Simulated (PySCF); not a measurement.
# What a mistake does to a calculation on CH6OSi2

Calculated results; nothing here was measured. They come from PySCF 2.14.0, an open-source quantum chemistry program, on an isolated molecule that a program drew, which may never have been made. The molecule is CH6OSi2 (charge 0, singlet), drawn as the SMILES string `C=[SiH]O[SiH3]`.

Each row is a Hartree-Fock (HF) and frozen-core CCSD(T) single point in the cc-pV(D+d)Z basis, meant for a local HF minimum. Run 1 is clean. Each other run has one planted mistake out of seven kinds, and not every kind appears here: one electron removed, one electron added, multiplicity raised by two, geometry at a saddle point, minimal basis STO-3G, one bond length entered in bohr, all coordinates scaled. The reference is restricted for singlets and unrestricted otherwise, and also for a bond in bohr. Adding or removing an electron swaps singlet and doublet. Electrons count all cores. HOMO and LUMO are orbital energies over both spins, the gradient is its largest component, and the lowest frequency (negative if imaginary) is given only where the gradient is small. Bond lengths are over the 9 bonds as drawn. T1 is the CCSD diagnostic: over 0.02 (restricted) or 0.045 (unrestricted) a single reference is doubtful.

Geometry of the clean run:
```xyz
10
CH6OSi2, angstrom
C     1.0615   -1.5844   -0.5886
Si    0.4827   -0.7452    0.7480
O    -0.6532    0.4130    0.7426
Si   -1.7385    1.3723   -0.0524
H     1.8272   -2.3401   -0.4503
H     0.7240   -1.4296   -1.6065
H     0.9452   -0.9616    2.1199
H    -1.0304    2.2036   -1.0462
H    -2.7405    0.5283   -0.7333
H    -2.4001    2.2337    0.9445
```

| run | electrons | basis functions | <S^2> | HOMO (eV) | LUMO (eV) | gradient (hartree/bohr) | lowest frequency (cm^-1) | mean bond (Å) | longest bond (Å) | T1 | HF (hartree) | CCSD(T) (hartree) | mistake |
|---|---|---|---|---|---|---|---|---|---|---|---|---|---|
| 1 | 48 | 104 | 0.000 | -8.33 | 3.30 | 8.3e-06 | 36 | 1.4461 | 1.681 | 0.0137 | -694.12503 | -694.70583 | no fault |
| 2 | 48 | 104 | 0.807 | -8.37 | 1.74 | 8.4e-03 | - | 1.5918 | 2.786 | 0.0474 | -694.00836 | -694.58124 | one bond length entered in bohr |
| 3 | 48 | 34 | 0.000 | -5.13 | 8.27 | 2.8e-02 | - | 1.4461 | 1.681 | 0.0168 | -685.88022 | -686.12319 | minimal basis STO-3G |
| 4 | 48 | 104 | 2.030 | -5.03 | 1.08 | 1.3e-01 | - | 1.4461 | 1.681 | 0.0141 | -694.02887 | -694.57719 | ? |
| 5 | 49 | 104 | 0.772 | 2.62 | 7.47 | 3.5e-02 | - | 1.4461 | 1.681 | 0.0277 | -694.01111 | -694.62022 | ? |

**Which mistake was planted in run 4, and what did it cost?**

Electrons, basis and geometry are unchanged, and <S^2> is 2.030, beside S(S+1) = 2.00 for a multiplicity of 3. So the mistake is: multiplicity raised by two. Subtracting run 1 and multiplying by 627.51 kcal/mol a hartree, the energy moved by 60.3 kcal/mol in HF and 80.7 kcal/mol in CCSD(T).

**Which mistake was planted in run 5, and what did it cost?**

It counts 49 electrons, one more than the clean run, at the same geometry and basis. So the mistake is: one electron added. Subtracting run 1 and multiplying by 627.51 kcal/mol a hartree, the energy moved by 71.5 kcal/mol in HF and 53.7 kcal/mol in CCSD(T).

Cautions from the logs. Run 2: T1 is over the limit, so its CCSD(T) energy is less reliable; run 5: the HOMO is above zero, so the electron isn't bound and the energy depends on the basis.
